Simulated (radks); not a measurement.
Results of a calculation; reference values are marked as such.
Pr, 59 electrons, occupied as [Xe] 4f3 6s2.

Code: a radial shooting solver on a logarithmic mesh with Libxc functionals. Model: Dirac Kohn-Sham, exchange-only PBE, spin-unpolarised, spherical densities, point nucleus; open shells are shared between the two j in proportion to 2j + 1.

Energy parts (hartree):
| part | energy |
|---|---|
| total | -9239.3915 |
| kinetic | 9941.9921 |
| electron-nucleus | -22551.5032 |
| Hartree | 3583.5092 |
| exchange | -213.3896 |

Orbitals (lengths in bohr, moments of r in powers of bohr; r(90%) holds 90 % of the orbital's charge):
| orbital | occ. | eigenvalue (hartree) | <r> | r(90%) |
|---|---|---|---|---|
| 1s1/2 | 2 | -1535.399 | 0.02409 | 0.0435 |
| 2s1/2 | 2 | -246.8720 | 0.1026 | 0.159 |
| 2p1/2 | 2 | -233.3100 | 0.08605 | 0.142 |
| 2p3/2 | 4 | -215.5857 | 0.09236 | 0.150 |
| 3s1/2 | 2 | -53.22698 | 0.2720 | 0.400 |
| 3p1/2 | 2 | -47.46223 | 0.2617 | 0.393 |
| 3p3/2 | 4 | -43.95109 | 0.2740 | 0.410 |
| 3d3/2 | 4 | -33.89711 | 0.2452 | 0.384 |
| 3d5/2 | 6 | -33.14028 | 0.2491 | 0.389 |
| 4s1/2 | 2 | -10.54925 | 0.6224 | 0.895 |
| 4p1/2 | 2 | -8.39288 | 0.6403 | 0.932 |
| 4p3/2 | 4 | -7.63655 | 0.6682 | 0.972 |
| 4d3/2 | 4 | -4.09807 | 0.7216 | 1.09 |
| 4d5/2 | 6 | -3.96540 | 0.7317 | 1.10 |
| 4f5/2 | 1.28571 | -0.01919 | 1.221 | 2.19 |
| 4f7/2 | 1.71429 | -0.00683 | 1.264 | 2.28 |
| 5s1/2 | 2 | -1.39797 | 1.509 | 2.18 |
| 5p1/2 | 2 | -0.82650 | 1.710 | 2.51 |
| 5p3/2 | 4 | -0.72445 | 1.802 | 2.65 |
| 5d3/2 | 0 | -0.05296 | 3.439 | 5.77 |
| 5d5/2 | 0 | -0.04752 | 3.573 | 6.03 |
| 6s1/2 | 2 | -0.10650 | 4.617 | 6.91 |
| 6p1/2 | 0 | -0.03500 | 6.673 | 10.3 |
| 6p3/2 | 0 | -0.03038 | 7.102 | 10.9 |

The highest occupied level is 4f7/2 at -0.186 eV. The configuration is held as typed, so some empty levels lie below it. For comparison, the ionisation energy in NIST's Atomic Spectra Database is 5.470 eV (semi-empirical). In exact Kohn-Sham theory the highest level is minus the ionisation energy, but local and semilocal functionals leave it too shallow, through self-interaction and a potential that decays too fast; potentials with the right tail come closer.

Beside tabulated values, note that spin-unpolarised runs miss the spin-polarisation part of the exchange energy of open shells.
